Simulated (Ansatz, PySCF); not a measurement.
Al(I)(Me)(OH) (CH4AlIO), SMILES [CH3][Al]([OH])[I]. Atoms are numbered in the order given.

```xyz
8

Al     0.0964    -1.3827     0.0000
I     -0.0595     1.0984     0.0000
C     -1.4885    -2.4900     0.0000
H     -2.1112    -2.2837     0.8854
H     -1.2230    -3.5582     0.0000
H     -2.1112    -2.2837    -0.8854
O      1.6378    -2.0952     0.0000
H      2.4775    -1.6324     0.0000
```

Geometry optimised at PBE0-D3(BJ)/def2-SVP. The structure was generated by enumeration; whether it is a known compound was not checked. The def2 effective core potentials stand for the cores of I; spin–orbit coupling is left out. One conformer was computed; it need not be the lowest.

Two levels are set side by side: PBE-D3(BJ)/def2-SVP (Ansatz, a program for electronic structure) and PBE0-D3(BJ)/def2-SVP (Ansatz). Each level has its own optimised geometry; the coordinates shown are those of the second. Frequencies come from the Hessian of PySCF at each geometry. Differences are taken from unrounded values.

| quantity | PBE0-D3(BJ) | PBE-D3(BJ) | PBE-D3(BJ) minus PBE0-D3(BJ) |
|---|---|---|---|
| mean bond length (Å) | 1.483 | 1.495 | 0.012 |
| bond Al1–I2 (Å) | 2.486 | 2.504 | 0.018 |
| bond Al1–C3 (Å) | 1.933 | 1.945 | 0.012 |
| bond Al1–O7 (Å) | 1.698 | 1.717 | 0.019 |
| bond C3–H4 (Å) | 1.102 | 1.110 | 0.008 |
| bond C3–H5 (Å) | 1.101 | 1.108 | 0.008 |
| bond C3–H6 (Å) | 1.102 | 1.110 | 0.008 |
| bond O7–H8 (Å) | 0.959 | 0.971 | 0.012 |
| highest harmonic wavenumber (cm⁻¹) | 3981 | 3806 | -175 |
| mean harmonic wavenumber (cm⁻¹) | 1231 | 1193 | -38 |
| zero-point energy (kcal/mol) | 31.67 | 30.70 | -0.97 |

GGA bonds tend to be longer and softer than those of functionals with exact exchange. Differences between two approximate levels are no errors against the true value.
